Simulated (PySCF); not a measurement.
C2H3AlClNO, SMILES [CH3][Al]([Cl])[N]=C=O.

Coordinates come from a PBE-D3(BJ)/def2-SVP optimisation. The structure was generated by enumeration; whether it is a known compound was not checked. One conformer was computed; it need not be the lowest.

The numbers are results of PBE-D3(BJ)/def2-SVP (PySCF), not measurements.

Frequencies are harmonic and unscaled.

A small imaginary wavenumber (i) marks a very flat motion, where grid noise or a shallow saddle decides the sign.

Problem. Give all harmonic wavenumbers and intensities. (The exact figures need the calculation; the answer reports its results.)

Solution. 
| mode | ν (cm⁻¹) | IR (km/mol) | moving atoms (share of kinetic energy) |
|---|---|---|---|
| 1 | 25i | 0.0 | H 98 % |
| 2 | 52 | 0.5 | O 37 %, Cl 22 %, N 18 %, C 12 % |
| 3 | 87 | 0.3 | N 48 %, O 25 %, C 9 %, Al 9 % |
| 4 | 148 | 3.8 | C 37 %, H 23 %, Cl 21 %, Al 8 % |
| 5 | 208 | 20.3 | Al 54 %, N 21 %, H 13 % |
| 6 | 210 | 14.9 | N 53 %, Cl 17 %, C 13 %, Al 10 % |
| 7 | 422 | 18.5 | Cl 35 %, C 32 %, O 11 %, Al 9 % |
| 8 | 583 | 66.5 | Al 44 %, H 17 %, C 13 %, O 12 %, Cl 11 % |
| 9 | 593 | 29.9 | C 69 %, O 14 %, N 13 % |
| 10 | 607 | 22.3 | C 72 %, N 15 %, O 14 % |
| 11 | 640 | 53.0 | H 75 %, C 18 % |
| 12 | 689 | 113.1 | Al 45 %, C 29 %, H 21 % |
| 13 | 711 | 178.1 | H 49 %, Al 27 %, C 20 % |
| 14 | 1169 | 18.4 | H 79 %, C 21 % |
| 15 | 1371 | 1.0 | H 96 % |
| 16 | 1376 | 2.3 | H 95 % |
| 17 | 1457 | 40.0 | N 57 %, O 40 % |
| 18 | 2377 | 1284.8 | C 70 %, N 18 %, O 12 % |
| 19 | 2974 | 0.3 | H 97 % |
| 20 | 3066 | 0.7 | H 91 %, C 9 % |
| 21 | 3091 | 1.3 | H 91 %, C 9 % |
